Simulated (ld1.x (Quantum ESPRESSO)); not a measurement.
What the settings do to the TM potential of osmium (Os)

Base potential:

| Item | Value |
| --- | --- |
| Element | Os (Z = 76) |
| Generator | ld1.x (Quantum ESPRESSO) 7.5 |
| Type | norm-conserving Troullier–Martins (Kleinman–Bylander form) |
| Functional | LDA (PZ) |
| Relativity | scalar-relativistic |
| Frozen core | [Xe] 4f14 |
| Valence charge | 8 |
| Reference configuration | 5d6 6s2 6p0 |
| Partial waves | 6s (bound): rc 2.15 bohr; 5d (bound): rc 2.30 bohr; 6p (bound, empty): rc 2.50 bohr |
| Local potential | the p channel |
| Core correction | none |

All-electron outer shells of the reference configuration (LDA (PZ), scalar-relativistic, ld1.x):

| shell | level (eV) | outermost node (bohr) | outermost maximum (bohr) |
| --- | --- | --- | --- |
| 4f | -52.30 | – | 0.40 |
| 5p | -51.05 | 0.55 | 1.03 |
| 5d | -6.46 | 0.60 | 1.36 |
| 6s | -6.39 | 1.20 | 2.48 |
| 6p | -1.40 | 1.43 | 3.51 |

Cutoffs, loose and tight: the cutoffs (Ry, on a coarse ladder) from which the occupation-weighted sum of valence levels, in a spherical-Bessel basis at the reference potential, stays within 10 and 1 mRy of its value at 400 Ry. They do not see the model core or the augmentation charge, which bear on the density cutoff. Test errors are all-electron minus pseudo excitation energies from the reference, over the configurations 5d6 6s1 6p0; 5d6 6s0 6p0; 5d5 6s0 6p0; 5d5 6s2 6p0; 5d4 6s0 6p0; 5d5 6s2 6p1; 5d6 6s0 6p1 (two spin-polarised tests are not counted in the largest error). A dash means not determined; rows that change the core or the reference have their own tests. The largest error is taken over the tests solved by every variant that gives reliable tests at all: 5d4 6s0 6p0; 5d5 6s0 6p0; 5d6 6s0 6p0; 5d6 6s1 6p0.

A true bound ghost makes a file unfit for plane-wave use even where its test errors are small: the radial tests pick states by their node count and pass the ghost by. Where a test does run into it, the solver fails or the error is huge.

| change | outcome | cutoff, loose | cutoff, tight | bound ghosts | largest test error (meV) |
| --- | --- | --- | --- | --- | --- |
| base | generated | 35 Ry | 40 Ry | s | -391 |
| wave 5d (bound): rc 2.30 bohr becomes 5d (bound): rc 2.10 bohr | generated | 35 Ry | 40 Ry | s | -405 |
| reference 5d6.5 6s1.5 6p0 | generated | 35 Ry | 40 Ry | s | -42 over the solved tests; 1 of 9 tests not solved or not reliable |
| all radii scaled by about 1.22 (s 2.62, p 3.04, d 2.80 bohr) | generated | 30 Ry | 35 Ry | none | -331 |
| wave 6p (bound): rc 2.50 bohr becomes 6p (bound): rc 2.14 bohr | generated | 35 Ry | 40 Ry | s | -259 |
| wave 6s (bound): rc 2.15 bohr becomes 6s (bound): rc 3.12 bohr | generated | 35 Ry | 40 Ry | s | -597 |

Task: What comes out with this change to the base: local potential the d channel?

Result: outcome: generated; cutoff, loose: 35 Ry; cutoff, tight: 40 Ry; bound ghosts: s, p; largest test error (meV): +75.

Task: What comes out with this change to the base: core correction a·sin(br)/r model core inside 0.92 bohr?

Result: outcome: generated; cutoff, loose: 35 Ry; cutoff, tight: 40 Ry; bound ghosts: s; largest test error (meV): -863.
